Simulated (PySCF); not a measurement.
Species: C5H14SSi.
Bonds: C1–C2, C2–C3, C2–C4, C2–C5, C5–S6, S6–Si7. Hydrogens: H8, H9, H10 on C1; H11, H12, H13 on C3; H14, H15, H16 on C4; H17, H18 on C5; H19, H20, H21 on Si7.

The same species was optimised twice, with GFN2-xTB and with PBE0-D3(BJ)/def2-SVP (PySCF), and the same property calculations (PySCF, gas phase) were run on both structures.

```json
{"coordinate": "C2–C5 (Å)", "GFN2-xTB": "1.531", "PBE0-D3(BJ)/def2-SVP": "1.536", "change": "+0.005"}
{"coordinate": "C5–S6 (Å)", "GFN2-xTB": "1.835", "PBE0-D3(BJ)/def2-SVP": "1.837", "change": "+0.002"}
{"coordinate": "C2–C3 (Å)", "GFN2-xTB": "1.533", "PBE0-D3(BJ)/def2-SVP": "1.532", "change": "-0.001"}
{"coordinate": "C2–C4 (Å)", "GFN2-xTB": "1.529", "PBE0-D3(BJ)/def2-SVP": "1.529", "change": "0.000"}
{"coordinate": "C1–C2 (Å)", "GFN2-xTB": "1.529", "PBE0-D3(BJ)/def2-SVP": "1.529", "change": "0.000"}
{"coordinate": "S6–Si7 (Å)", "GFN2-xTB": "2.135", "PBE0-D3(BJ)/def2-SVP": "2.134", "change": "-0.001"}
{"coordinate": "C3–C2–C5 (°)", "GFN2-xTB": "107.7", "PBE0-D3(BJ)/def2-SVP": "106.9", "change": "-0.8"}
{"coordinate": "C2–C5–S6 (°)", "GFN2-xTB": "113.1", "PBE0-D3(BJ)/def2-SVP": "112.6", "change": "-0.5"}
{"coordinate": "C1–C2–C5 (°)", "GFN2-xTB": "110.0", "PBE0-D3(BJ)/def2-SVP": "110.4", "change": "+0.4"}
{"coordinate": "C5–S6–Si7 (°)", "GFN2-xTB": "99.3", "PBE0-D3(BJ)/def2-SVP": "98.9", "change": "-0.4"}
{"coordinate": "C4–C2–C5 (°)", "GFN2-xTB": "110.0", "PBE0-D3(BJ)/def2-SVP": "110.4", "change": "+0.4"}
{"coordinate": "C1–C2–C4 (°)", "GFN2-xTB": "110.0", "PBE0-D3(BJ)/def2-SVP": "110.1", "change": "+0.1"}
{"coordinate": "C3–C2–C4 (°)", "GFN2-xTB": "109.6", "PBE0-D3(BJ)/def2-SVP": "109.5", "change": "-0.1"}
{"coordinate": "C1–C2–C3 (°)", "GFN2-xTB": "109.6", "PBE0-D3(BJ)/def2-SVP": "109.5", "change": "-0.1"}
{"coordinate": "C1–C2–C5–S6 (°)", "GFN2-xTB": "-61", "PBE0-D3(BJ)/def2-SVP": "-61", "change": "0"}
{"coordinate": "C2–C5–S6–Si7 (°)", "GFN2-xTB": "180", "PBE0-D3(BJ)/def2-SVP": "-177", "change": "+3"}
```

Rotational constants: A = 3523, B = 844.0, C = 810.7 MHz (GFN2-xTB) against A = 3486, B = 842.1, C = 808.4 MHz (PBE0-D3(BJ)/def2-SVP). Atoms that the bonding makes alike are paired by their places after alignment.

On the GFN2-xTB structure: HOMO (eV) -6.71 [PBE0/pcSseg-1]; LUMO (eV) 0.27 [PBE0/pcSseg-1]; dipole (D) 1.53 [PBE0/pcSseg-1]; GIAO shielding of C1/C3/C4 (mean) (ppm) 156.5 [PBE0/pcSseg-1]; GIAO shielding of C2 (ppm) 152.8 [PBE0/pcSseg-1]; GIAO shielding of C5 (ppm) 137.3 [PBE0/pcSseg-1]; GIAO shielding of S6 (ppm) 714.4 [PBE0/pcSseg-1]; GIAO shielding of Si7 (ppm) 403.4 [PBE0/pcSseg-1].

Q: What do these properties become on the PBE0-D3(BJ)/def2-SVP structure?

A: 
| property | level | on GFN2-xTB | on PBE0-D3(BJ)/def2-SVP | change |
| --- | --- | --- | --- | --- |
| HOMO (eV) | PBE0/pcSseg-1 | -6.71 | -6.85 | -0.14 |
| LUMO (eV) | PBE0/pcSseg-1 | 0.27 | 0.28 | +0.01 |
| dipole (D) | PBE0/pcSseg-1 | 1.53 | 1.54 | +0.01 |
| energy, GFN2-xTB geometry as zero (kcal/mol) | PBE0/pcSseg-1 | 0.0 | -1.8 | -1.8 |
| GIAO shielding of C1/C3/C4 (mean) (ppm) | PBE0/pcSseg-1 | 156.5 | 154.2 | -2.3 |
| GIAO shielding of C2 (ppm) | PBE0/pcSseg-1 | 152.8 | 151.8 | -1.0 |
| GIAO shielding of C5 (ppm) | PBE0/pcSseg-1 | 137.3 | 135.3 | -2.0 |
| GIAO shielding of S6 (ppm) | PBE0/pcSseg-1 | 714.4 | 707.8 | -6.6 |
| GIAO shielding of Si7 (ppm) | PBE0/pcSseg-1 | 403.4 | 400.4 | -3.0 |

The heavy atoms differ by 0.027 Å rms after alignment (one structure mirrored). Among bonds between heavy atoms C2–C5 changes most (+0.005 Å). Changes are differences of the printed values. Neither structure is proved a minimum here.

Conformer computed: `[CH3:1][C:2]([CH3:3])([CH3:4])[CH2:5][S:6][SiH3:7]`: C1–C2–C5–S6 -61°, C2–C5–S6–Si7 -177°.
